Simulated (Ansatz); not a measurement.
Born–Oppenheimer molecular dynamics of BCl2F2H3O (9 atoms, charge 0, multiplicity 1). It starts from a rough guess of a transition structure, not a stationary point.

Level of theory: Ansatz 0.2.0, UKS PBE0-D4/STO-3G.

```json
{
  "ensemble": "NVE (velocity Verlet)",
  "time step": "0.5 fs",
  "steps asked": "150",
  "starting velocities drawn for": "300 K",
  "seed": "597253"
}
```

Frames 2.5 fs apart, positions in Å, forces in eV/Å.

Velocities at 30.0 fs (Å/ps):

```
B -10.56 9.19 -11.61
F 8.01 0.50 -7.69
Cl 0.96 -2.57 3.77
Cl 0.27 1.90 1.13
H -30.06 -1.82 -3.83
O -10.18 2.58 -0.90
H 13.31 -0.99 35.35
F 4.35 -7.15 3.61
H 15.61 12.15 11.69
```

```xyz
9
Properties=species:S:1:pos:R:3:forces:R:3 time_fs=30.0 energy_less_start_eV=-0.411 T=752
B -0.494 0.527 -0.750 3.13 -4.56 2.70
F 0.985 -0.102 -0.934 -3.57 1.40 -1.36
Cl -1.674 -0.535 -1.670 -0.09 0.61 -0.24
Cl -0.207 2.251 -0.943 -0.54 1.61 -0.26
H 0.290 -0.416 1.377 1.31 0.14 -1.51
O -0.645 0.054 0.809 -2.90 0.31 -0.04
H 1.203 -0.488 0.106 1.33 -0.14 -0.46
F 1.408 -0.704 1.116 -0.84 -0.59 2.60
H -1.562 -0.391 1.111 2.17 1.21 -1.43
9
Properties=species:S:1:pos:R:3:forces:R:3 time_fs=32.5 energy_less_start_eV=-0.332 T=664
B -0.511 0.537 -0.771 4.02 -4.75 2.95
F 1.000 -0.098 -0.955 -3.77 1.25 -0.13
Cl -1.672 -0.541 -1.660 -0.37 0.47 -0.49
Cl -0.207 2.258 -0.941 -0.60 1.68 -0.27
H 0.254 -0.415 1.323 1.15 0.22 -1.20
O -0.673 0.062 0.806 2.44 2.30 -1.64
H 1.270 -0.487 0.151 0.80 0.39 -2.29
F 1.417 -0.723 1.130 -1.18 -0.52 2.96
H -1.492 -0.340 1.107 -2.49 -1.03 0.09
9
Properties=species:S:1:pos:R:3:forces:R:3 time_fs=35.0 energy_less_start_eV=-0.732 T=1101
B -0.506 0.521 -0.776 3.53 -3.70 3.22
F 1.002 -0.091 -0.976 -3.10 0.96 0.17
Cl -1.670 -0.546 -1.652 -0.46 0.29 -0.75
Cl -0.208 2.267 -0.938 -0.62 1.05 -0.28
H 0.286 -0.403 1.202 0.73 -0.20 0.07
O -0.695 0.078 0.798 1.89 1.92 -1.88
H 1.385 -0.469 0.087 0.32 -0.18 0.33
F 1.423 -0.743 1.152 -1.31 0.43 -0.51
H -1.536 -0.336 1.097 -0.98 -0.57 -0.35
9
Properties=species:S:1:pos:R:3:forces:R:3 time_fs=37.5 energy_less_start_eV=-0.715 T=1088
B -0.481 0.484 -0.763 2.47 -2.02 2.92
F 0.995 -0.081 -0.997 -1.87 0.35 0.77
Cl -1.669 -0.551 -1.645 -0.43 0.14 -0.93
Cl -0.209 2.277 -0.937 -0.61 0.17 -0.26
H 0.356 -0.402 1.084 -0.61 -0.29 1.23
O -0.709 0.100 0.782 -0.56 0.07 -0.92
H 1.517 -0.459 0.031 -0.77 -0.35 1.39
F 1.425 -0.762 1.173 -0.37 0.92 -2.75
H -1.634 -0.363 1.066 2.75 1.01 -1.46
9
Properties=species:S:1:pos:R:3:forces:R:3 time_fs=40.0 energy_less_start_eV=-0.858 T=1243
B -0.442 0.437 -0.734 1.55 -0.18 1.69
F 0.981 -0.069 -1.015 -0.82 -0.30 1.66
Cl -1.669 -0.555 -1.640 -0.31 0.07 -0.84
Cl -0.212 2.288 -0.935 -0.60 -0.61 -0.16
H 0.391 -0.415 1.035 -1.72 0.09 1.53
O -0.724 0.124 0.763 2.72 0.44 -1.12
H 1.604 -0.469 0.052 -1.48 -0.23 1.08
F 1.425 -0.778 1.185 0.28 0.97 -3.29
H -1.596 -0.343 0.957 0.38 -0.26 -0.56
9
Properties=species:S:1:pos:R:3:forces:R:3 time_fs=42.5 energy_less_start_eV=-1.023 T=1427
B -0.395 0.388 -0.697 1.03 1.67 -0.90
F 0.965 -0.059 -1.028 -0.33 -0.77 2.18
Cl -1.669 -0.560 -1.635 -0.10 0.11 -0.46
Cl -0.216 2.298 -0.934 -0.59 -1.14 0.00
H 0.332 -0.424 1.075 -1.14 0.32 1.02
O -0.728 0.149 0.740 5.23 0.77 0.11
H 1.607 -0.492 0.136 -1.14 -0.09 0.27
F 1.426 -0.791 1.187 -0.62 0.95 -2.40
H -1.546 -0.345 0.813 -2.34 -1.82 0.19
9
Properties=species:S:1:pos:R:3:forces:R:3 time_fs=45.0 energy_less_start_eV=-0.895 T=1285
B -0.342 0.348 -0.664 0.44 3.20 -3.83
F 0.948 -0.051 -1.034 0.35 -1.18 2.00
Cl -1.670 -0.564 -1.632 0.10 0.15 0.03
Cl -0.221 2.306 -0.933 -0.55 -1.41 0.14
H 0.208 -0.415 1.171 0.11 0.43 -0.07
O -0.716 0.176 0.718 -0.43 -3.06 2.65
H 1.547 -0.518 0.227 -0.08 0.47 -1.99
F 1.425 -0.802 1.183 -1.84 0.26 0.72
H -1.589 -0.426 0.679 1.89 1.14 0.35
9
Properties=species:S:1:pos:R:3:forces:R:3 time_fs=47.5 energy_less_start_eV=-0.458 T=802
B -0.287 0.327 -0.652 -1.71 4.56 -4.56
F 0.933 -0.046 -1.034 2.39 -1.83 1.06
Cl -1.670 -0.568 -1.629 0.38 0.20 0.45
Cl -0.227 2.312 -0.932 -0.43 -1.59 0.17
H 0.091 -0.381 1.266 1.40 0.21 -0.76
O -0.704 0.192 0.705 -1.87 -3.48 3.25
H 1.478 -0.521 0.217 0.31 0.10 -1.01
F 1.419 -0.811 1.180 -2.01 0.40 0.65
H -1.547 -0.454 0.567 1.54 1.43 0.73
9
Properties=species:S:1:pos:R:3:forces:R:3 time_fs=50.0 energy_less_start_eV=-0.133 T=445
B -0.242 0.330 -0.665 -4.90 5.66 -3.20
F 0.925 -0.048 -1.031 4.92 -2.54 -0.14
Cl -1.670 -0.571 -1.625 0.71 0.33 0.60
Cl -0.234 2.315 -0.931 -0.27 -1.66 0.10
H 0.054 -0.336 1.318 1.93 -0.22 -0.94
O -0.698 0.196 0.705 1.30 -0.49 2.76
H 1.427 -0.520 0.156 0.59 -0.78 1.71
F 1.406 -0.819 1.178 -1.96 1.13 -1.41
H -1.431 -0.414 0.495 -2.33 -1.43 0.52
9
Properties=species:S:1:pos:R:3:forces:R:3 time_fs=52.5 energy_less_start_eV=-0.535 T=887
B -0.224 0.365 -0.695 -5.64 5.14 -1.50
F 0.932 -0.057 -1.027 5.16 -2.62 -0.24
Cl -1.669 -0.574 -1.619 0.78 0.44 0.54
Cl -0.241 2.315 -0.929 -0.16 -1.45 -0.06
H 0.125 -0.303 1.313 0.97 -0.39 -1.13
O -0.688 0.198 0.714 0.82 -0.85 1.28
H 1.410 -0.559 0.176 0.59 -0.37 0.44
F 1.387 -0.823 1.173 -1.57 0.78 -0.24
H -1.423 -0.438 0.457 -0.96 -0.67 0.91
9
Properties=species:S:1:pos:R:3:forces:R:3 time_fs=55.0 energy_less_start_eV=-1.033 T=1438
B -0.235 0.427 -0.734 -3.47 2.46 -0.12
F 0.955 -0.075 -1.025 2.70 -1.58 0.51
Cl -1.666 -0.576 -1.613 0.70 0.58 0.31
Cl -0.248 2.313 -0.928 -0.09 -0.83 -0.27
H 0.249 -0.292 1.244 -0.80 -0.26 -0.69
O -0.675 0.196 0.728 -0.81 -2.17 -0.53
H 1.428 -0.618 0.210 0.44 0.44 -2.49
F 1.363 -0.826 1.167 -0.63 -0.05 1.97
H -1.469 -0.498 0.473 1.96 1.41 1.32
9
Properties=species:S:1:pos:R:3:forces:R:3 time_fs=57.5 energy_less_start_eV=-1.370 T=1807
B -0.266 0.502 -0.773 -1.44 -1.23 1.24
F 0.987 -0.097 -1.021 0.37 -0.27 0.78
Cl -1.662 -0.577 -1.607 0.82 0.87 0.00
Cl -0.256 2.310 -0.926 -0.01 0.28 -0.52
H 0.330 -0.296 1.137 -1.72 -0.09 0.36
O -0.664 0.186 0.740 0.66 0.03 -1.44
H 1.469 -0.656 0.130 -0.32 0.27 0.00
F 1.337 -0.828 1.166 0.94 -0.08 -1.03
H -1.417 -0.490 0.563 0.72 0.22 0.60
```

Of the whole run (75 fs, mean temperature of the second half 1109 K): The conserved energy stayed within 1 meV per atom of its start (net change -0.49 meV per atom), so the integration is sound. The system heated up, since it started high on the potential surface and ran downhill. A run of 0.075 ps of so small a system gives no equilibrium averages. The orbitals stay closed-shell, which can raise the energy where a bond breaks towards radicals; this wasn't checked here. Limits of this set-up: minimal basis.

Run time: 9.4 min on 1 thread of Arm Neoverse V1, with other jobs on the host, peak memory 0.16 GiB.
